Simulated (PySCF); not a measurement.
Radial density of Zr (zirconium, neutral)

UHF, [Kr] 4d2 5s2, high-spin 3F determinant. All numbers are calculated (PySCF 2.14, scalar relativity by spin-free X2C-1e, in x2c-QZVPPall).

```csv
r (bohr),4πr²ρ (e/bohr),4πr²(ρα − ρβ)
0.0373,46.22,-0.0031
0.0627,43.79,-0.0055
0.105,60.89,0.0164
0.177,45.36,0.1106
0.298,41.82,0.1755
0.502,34.21,0.0202
0.844,9.825,0.1927
1.42,7.374,0.9776
2.39,1.824,0.7585
4.02,0.6642,0.1255
6.76,0.09770,-0.0154
11.4,0.001409,-0.0006
```

Densities and radii are taken from the X2C orbitals without a picture-change correction, which distorts them close to the nucleus.

(1) Where is the radial spin density 4πr²(ρα − ρβ) most negative, and why is it negative at all?

Results:

(1) Around r = 6.76 bohr, down to -0.0154 e/bohr: exchange with the open shell polarises the paired shells in an unrestricted calculation.
